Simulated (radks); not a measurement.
Problem. Species: Cu. Configuration: [Ar] 3d10 4s1 (the NIST ground configuration). Calculated with a radial shooting solver on a logarithmic mesh with Libxc functionals: non-relativistic Kohn-Sham, PBE, spin-polarised, spherical densities, point nucleus; open shells are filled with parallel spins first; hard spherical wall at 6 bohr. Some entries of the table are withheld. Estimate them.

| orbital | occ. | eigenvalue (hartree) | <1/r> (bohr^-1) |
|---|---|---|---|
| 1s up | 1 | -321.3972 | 28.51 |
| 1s down | 1 | -321.3961 | 28.51 |
| 2s down | 1 | -38.18546 | 6.193 |
| 2s up | 1 | -38.18403 | 6.193 |
| 2p down | 3 | -33.47236 | 6.155 |
| 2p up | 3 | -33.47156 | 6.155 |
| 3s down | 1 | -4.04817 | 1.960 |
| 3s up | 1 | -4.04669 | 1.959 |
| 3p down | 3 | -2.58358 | 1.828 |
| 3p up | 3 | -2.58277 | 1.826 |
| 3d up | 5 | -0.16592 | 1.364 |
| 3d down | 5 | -0.15944 | 1.385 |
| 4s up | 1 | (1) | 0.4703 |
| 4s down | 0 | (2) | 0.4706 |
| 4p up | 0 | 0.03832 | 0.3891 |
| 4p down | 0 | 0.07567 | 0.3866 |
| 4d up | 0 | (3) | (4) |
| 4d down | 0 | (5) | (6) |
| 5s up | 0 | 0.39038 | 0.4029 |
| 5s down | 0 | 0.42008 | 0.4069 |

Solution. 
(1) 4s up eigenvalue (hartree): -0.14816
(2) 4s down eigenvalue (hartree): -0.10987
(3) 4d up eigenvalue (hartree): 0.30758
(4) 4d up <1/r> (bohr^-1): 0.3847
(5) 4d down eigenvalue (hartree): 0.33863
(6) 4d down <1/r> (bohr^-1): 0.3715
